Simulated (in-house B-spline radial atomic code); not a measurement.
**Ne⁺: [He] 2s2 (2p3/2)4 (5g7/2)1 (an excited or competing configuration)**

Computed with a radial B-spline atomic code at the basis-set limit: Dirac-Hartree-Fock, average of the jj configuration, Fermi nucleus of rms radius 3.0055 fm.

Screening seen three ways: the hydrogenic charge with the same mean radius, Z_r = [3n² - l(l+1)]/(2<r>), the one with the same energy, Z_e = n√(-2ε), and Slater's rules. Values are occupation-weighted means over j.

```json
{"shell": "1s", "electrons": "2", "ε (eV)": "-942.07", "<r> (bohr)": "0.1572", "Z_r": "9.54", "Z_e": "8.32", "Slater": "9.70"}
{"shell": "2s", "electrons": "2", "ε (eV)": "-90.99", "<r> (bohr)": "0.8262", "Z_r": "7.26", "Z_e": "5.17", "Slater": "6.55"}
{"shell": "2p", "electrons": "4", "ε (eV)": "-65.01", "<r> (bohr)": "0.8086", "Z_r": "6.18", "Z_e": "4.37", "Slater": "6.55"}
{"shell": "5g", "electrons": "1", "ε (eV)": "-2.1769", "<r> (bohr)": "13.75", "Z_r": "2.00", "Z_e": "2.00", "Slater": "-"}
```

The least bound orbital is 5g7/2 at -2.177 eV, and it is also the most diffuse (<r> = 13.75 bohr).

For the 1s electron the small component carries 0.124 % of the norm, the zero-frequency Breit interaction raises the level by 0.3626 eV, self-energy by 0.1447 eV, and vacuum polarisation lowers it by 0.007748 eV.
